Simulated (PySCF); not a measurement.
UHF on Be⁺ (beryllium, charge +1)

Configuration: [He] 2p1, 2P determinant (an excited configuration). Calculation: PySCF 2.14, in def2-TZVPPD; the non-relativistic Hamiltonian (point nucleus).

* Total energy: -14.129372 hartree
* One-electron energy: -17.4345 hartree
* Hartree (Coulomb) energy: 5.7945 hartree
* Exchange energy: -2.4894 hartree
* Kinetic energy: 14.11380 hartree
* ⟨S²⟩: 0.7500
* ⟨L²⟩: 2.000
* Sum of ⟨r⟩: 3.219 bohr
* Sum of ⟨r²⟩: 7.333 bohr²
* Traceless quadrupole moment −½Σ⟨3z² − r²⟩ along its main axis: -2.75 e·bohr²
* Density at the nucleus (Gaussians lack the cusp): 33.0 bohr⁻³
* Spin density at the nucleus: -0.101 bohr⁻³
* Langevin diamagnetic susceptibility: -5.81 ×10⁻⁶ cm³/mol

| shell | electrons | mean orbital energy (hartree) | rms radius, mean of both spins (bohr) |
| --- | --- | --- | --- |
| 1s α | 1 | -5.15760 | 0.484 |
| 1s β | 1 | -5.14814 | 0.484 |
| 2p α | 1 | -0.51848 | 2.62 |

Spin-orbit constants ζ (cm⁻¹) from the X2C one-electron operator on these orbitals (non-relativistic here): bare nucleus, nucleus screened by l(l+1)(2l+1)/3 electrons, and screened by the Breit-Pauli mean field of the electrons.

```
shell   bare  screened nucleus  mean field
   2p  9.917             4.958       3.199
```

To first order the Landé constant is A = 3.199 cm⁻¹, so the lowest level has J = 1/2 and lies 0.000397 eV below the centre of the term.
